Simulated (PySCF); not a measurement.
Compound: 2-(trifluoromethyl)benzonitrile, C8H4F3N.
Bonds: N1–C2 (triple), C2–C3, C3–C4 (aromatic), C4–C5 (aromatic), C5–C6 (aromatic), C6–C7 (aromatic), C7–C8 (aromatic), C8–C9, C9–F10, C9–F11, C9–F12, C3–C8 (aromatic). Hydrogens: H13 on C4; H14 on C5; H15 on C6; H16 on C7.

The calculation used PBE0-D3(BJ)/def2-SVP geometry optimisation, gas phase (PySCF).

Give the optimised bond lengths and angles.

```csv
bond,length (bohr)
N1≡C2,2.189
C2–C3,2.708
C3–C4,2.647
C4–C5,2.629
C5–C6,2.630
C6–C7,2.635
C7–C8,2.627
C8–C9,2.855
"C9–F10, C9–F11, C9–F12",2.520
C3–C8,2.661
C4–H13,2.062
C5–H14,2.063
C6–H15,2.063
C7–H16,2.061
```

Bonds in one row agree within 0.02 bohr and their mean is given. A selection of angles:
```csv
angle,degrees
N1–C2–C3,177.9
C2–C3–C4,118.3
C2–C3–C8,122.0
C4–C3–C8,119.7
C3–C4–C5,120.2
C3–C4–H13,119.0
C5–C4–H13,120.8
C4–C5–C6,119.9
C4–C5–H14,119.7
C6–C5–H14,120.3
C5–C6–C7,120.2
C5–C6–H15,120.2
C7–C6–H15,119.6
C6–C7–C8,120.5
C6–C7–H16,120.4
C8–C7–H16,119.1
C7–C8–C9,120.1
C3–C8–C7,119.5
C3–C8–C9,120.4
C8–C9–F10,111.1
F10–C9–F11,107.6
```

Torsions: C7–C8–C9–F10 -119° (anticlinal).

Of the pairs four or more bonds apart, F11···H16 is among the closest relative to their van der Waals radii: 2.32 Å, 87 % of the sum of Bondi's values. The 8 C–C bonds span 1.390 Å (C7–C8, aromatic) to 1.511 Å (C8–C9, drawn single), a spread of 0.121 Å. The 6-membered ring C3–C4–C5–C6–C7–C8 has internal angles of 119.5° to 120.5°; it is planar, 0.00 Å rms from its mean plane, widest ring torsion 0°. All 3 C–F bonds measure 1.333 to 1.335 Å.

Point group: Cs (tolerance 0.08 Å). PBE0-D3(BJ)/def2-SVP frequencies: not computed here.
